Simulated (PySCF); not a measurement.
Members of one family of related compounds. Computed, not measured: TDDFT B3LYP/def2-SVPD, vertical, gas phase, core orbitals frozen in the response (PySCF). Geometries: PBE0-D3(BJ)/def2-SVP; one conformer of each isolated species. Triplets are in the Tamm–Dancoff approximation. 'Strongest' means the level of largest summed f among the lowest 10 singlets; it needn't be the same kind of state in each.

Question: Rank by computed energy of the strongest computed level, lowest first.
A. `C=CC[SiH]1CC=CC1`
B. `CCO[SiH]1CC=CC1`
C. `CS[SiH]1CC=CC1`
D. `C=N[SiH]1CC=CC1`

Answer: D (6.16 eV), A (6.50 eV), C (6.81 eV), B (6.98 eV).

```csv
SMILES,strongest (eV),f (S1),f (strongest),S1 (eV),LUMO (eV),HOMO (eV),S1 mainly
C=N[SiH]1CC=CC1,6.16,0.000,0.14,4.06,-1.13,-6.81,H-1→L (52%)
C=CC[SiH]1CC=CC1,6.50,0.025,0.16,6.07,-0.07,-6.74,H→L (70%)
CS[SiH]1CC=CC1,6.81,0.003,0.10,5.30,-0.11,-6.51,H→L (95%)
CCO[SiH]1CC=CC1,6.98,0.002,0.16,6.40,0.22,-6.85,H→L+1 (60%)
```

H and L stand for HOMO and LUMO.

- `C=N[SiH]1CC=CC1`: Löwdin shares by element: HOMO carbon 42% or more, nitrogen 26% (atoms not listed hold the other 32%); LUMO carbon 42% or more, nitrogen 35%, hydrogen 13% or more.
- `C=CC[SiH]1CC=CC1`: Löwdin shares by element: HOMO carbon 59% or more (atoms not listed hold the other 41%); LUMO carbon 70% or more, hydrogen 6% or more (atoms not listed hold the other 24%).
- `CS[SiH]1CC=CC1`: Löwdin shares by element: HOMO sulfur 68%, carbon 14% or more, silicon 8%; LUMO sulfur 36%, carbon 13% or more, silicon 12%, hydrogen 5% or more (atoms not listed hold the other 34%).
- `CCO[SiH]1CC=CC1`: Löwdin shares by element: HOMO carbon 84% or more (atoms not listed hold the other 16%); LUMO carbon 78% or more (atoms not listed hold the other 22%).
